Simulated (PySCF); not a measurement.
Compound: C₅H₁₀NOSi (doublet state).
SMILES with atom numbers: `[CH3:1][C@@H:2]1[CH2:3][CH2:4][SiH:5][N:6]1[CH:7]=[O:8]` (hydrogens: H9, H10, H11 on C1; H12 on C2; H13, H14 on C3; H15, H16 on C4; H17 on Si5; H18 on C7)

Geometry (GFN2-xTB, Å), atoms numbered from 1 in this order:
```xyz
18
C5H10NOSi angstrom
C      0.7524   -1.6340   -0.2511
C      0.3633   -0.3989    0.5562
C     -1.1371   -0.3327    0.8490
C     -1.8663    0.1553   -0.4054
Si    -0.6435    1.4203   -1.1403
N      0.6944    0.8130   -0.1841
C      1.9467    1.2978   -0.1270
O      2.8618    0.8414    0.5144
H      0.2139   -1.6565   -1.1963
H      1.8197   -1.6127   -0.4575
H      0.5256   -2.5363    0.3113
H      0.9426   -0.3893    1.4859
H     -1.5045   -1.3058    1.1768
H     -1.3021    0.3819    1.6581
H     -2.8301    0.5943   -0.1528
H     -2.0659   -0.6771   -1.0798
H     -0.8305    2.8374   -0.8204
H      2.0507    2.2083   -0.7486
```

The hyperfine couplings belong to this conformer and change with its torsions.

Level of theory: UKS B3LYP, pcH-1 on C H N O Si, non-relativistic, mean-field spin-orbit, GIAO (PySCF 2.14.0). One conformer (not necessarily the lowest) at the GFN2-xTB geometry, without solvent, vibrations or thermal averaging. A GFN2-xTB geometry isn't a minimum of the functional, and hyperfine couplings can be far from their values at a DFT geometry, by a factor of two or more for some ions and for spin on atoms past the first row. Stability of the SCF solution: not tested.

Principal values of hyperfine tensors in MHz (contact, dipolar and spin–orbit terms together), for some of the nuclei:

| atom | isotope | A1 | A2 | A3 |
| --- | --- | --- | --- | --- |
| Si5 | 29Si | -703.12 | -474.48 | -469.90 |
| H17 | 1H | 139.89 | 148.48 | 154.87 |
| C4 | 13C | 26.00 | 26.88 | 41.21 |
| H16 | 1H | 5.55 | 7.09 | 17.64 |
| N6 | 14N | 4.60 | 4.72 | 17.78 |
| H12 | 1H | 7.03 | 7.88 | 11.15 |
| H15 | 1H | 3.49 | 6.28 | 11.80 |
| H13 | 1H | 5.02 | 5.92 | 8.88 |

Task: Split each tensor into its isotropic and traceless parts, and turn a_iso into mT with g = 2.0029.

Result: a_iso is a third of the trace, T = A − a_iso, and a(mT) = a(MHz)/(g × 13.996). The tensors hold a spin–orbit part: the run splits a_iso into a_FC + a_SO, and T includes its anisotropic share.

```json
{"atom": "Si5", "a_iso (MHz)": "-549.17", "a_FC": "-550.12", "a_SO": "0.95", "a_iso (mT)": "-19.590", "T1": "-153.96", "T2": "74.69", "T3": "79.27"}
{"atom": "H17", "a_iso (MHz)": "147.75", "a_FC": "147.74", "a_SO": "0.01", "a_iso (mT)": "5.271", "T1": "-7.86", "T2": "0.73", "T3": "7.12"}
{"atom": "C4", "a_iso (MHz)": "31.36", "a_FC": "31.35", "a_SO": "0.01", "a_iso (mT)": "1.119", "T1": "-5.36", "T2": "-4.48", "T3": "9.85"}
{"atom": "H16", "a_iso (MHz)": "10.10", "a_FC": "10.10", "a_SO": "-0.01", "a_iso (mT)": "0.360", "T1": "-4.55", "T2": "-3.00", "T3": "7.55"}
{"atom": "N6", "a_iso (MHz)": "9.03", "a_FC": "9.01", "a_SO": "0.02", "a_iso (mT)": "0.322", "T1": "-4.43", "T2": "-4.31", "T3": "8.74"}
{"atom": "H12", "a_iso (MHz)": "8.69", "a_FC": "8.69", "a_SO": "0.00", "a_iso (mT)": "0.310", "T1": "-1.66", "T2": "-0.81", "T3": "2.47"}
{"atom": "H15", "a_iso (MHz)": "7.19", "a_FC": "7.19", "a_SO": "0.00", "a_iso (mT)": "0.257", "T1": "-3.70", "T2": "-0.91", "T3": "4.61"}
{"atom": "H13", "a_iso (MHz)": "6.61", "a_FC": "6.61", "a_SO": "0.00", "a_iso (mT)": "0.236", "T1": "-1.58", "T2": "-0.69", "T3": "2.27"}
```

Task: What spin density at the nucleus of H17 lies behind its contact coupling (g_N = 5.58569)?

Result: a_FC = 800.24 MHz bohr³ × g_N × ρ(0)/(2S). With a_FC = 147.74 MHz and 2S = 1, ρ(0) = 0.03305 bohr⁻³. In magnitude that is 10.4 % of the 1/π = 0.318 of a free hydrogen atom.

Task: C3 (13C, g_N = 1.40482) isn't in the table. Its spin density at the nucleus is 0.007333 bohr⁻³. What is its contact coupling?

Result: By the same relation, a_FC = 8.24 MHz. Its full tensor has the principal values 6.65, 7.27, 10.81 MHz.

Task: Name the largest traceless tensor T of the table and describe it.

Result: Si5: -154.0, 74.7, 79.3 MHz (the dipolar term alone has -153.0, 74.4, 78.6), nearly axial, close to the ratio +1:+1:−2, the form that spin in one p orbital centred on that nucleus gives (the nuclear moment is negative).

On one thread of an Intel Xeon at 2.60 GHz, no GPU, on a shared host, this took 1.7 min (with the writing of density and orbital grids) and 1.1 GiB of memory at its peak.
